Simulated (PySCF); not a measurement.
# Radial density of Ar⁺ (argon, charge +1)

UHF, [Ne] 3s2 3p5, 2P determinant. All numbers are calculated (PySCF 2.14, the non-relativistic Hamiltonian (point nucleus), in cc-pV(D+d)Z (4s3p2d, 23 functions)).

```
r (bohr)  4πr²ρ (e/bohr)  4πr²(ρα − ρβ)
 0.00119         0.06504         0.0000
 0.00200          0.1792         0.0000
 0.00336          0.4818         0.0000
 0.00565           1.257         0.0001
 0.00950           3.094         0.0002
  0.0160           6.944         0.0006
  0.0269           13.31         0.0018
  0.0452           19.73         0.0070
  0.0760           19.77         0.0286
   0.128           14.70         0.0947
   0.215           18.35         0.1716
   0.362           19.30         0.0734
   0.609           6.584         0.0725
    1.02           5.121         0.6765
    1.72           3.690         0.5383
    2.90          0.4653         0.0629
    4.87        0.006879         0.0010
```
